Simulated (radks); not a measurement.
Q: Isoelectronic series with 10 electrons, all held in the configuration [Ne], which need not be the ground one along the series. Method: scalar-relativistic Kohn-Sham, LDA (Slater exchange, Perdew-Wang correlation), spin-polarised, spherical densities, point nucleus; computed with a radial shooting solver on a logarithmic mesh with Libxc functionals. Total energies (hartree) and mean radii <r> (bohr):

ion,E (hartree),2p,2s,1s
Ne,-128.37486,0.9815,0.9025,0.1587
Mg2+,-198.60693,0.6840,0.6981,0.1311
Al3+,-239.79479,0.5976,0.6255,0.1206
Si4+,-285.03043,0.5314,0.5663,0.1116
P5+,-334.31780,0.4787,0.5171,0.1039
S6+,-387.66248,0.4358,0.4757,0.09712
Ar8+,-506.55203,0.3698,0.4099,0.08590

Estimate the row of Cl7+.

A: E (hartree) -445.07129; 2p 0.4000; 2s 0.4404; 1s 0.09117.
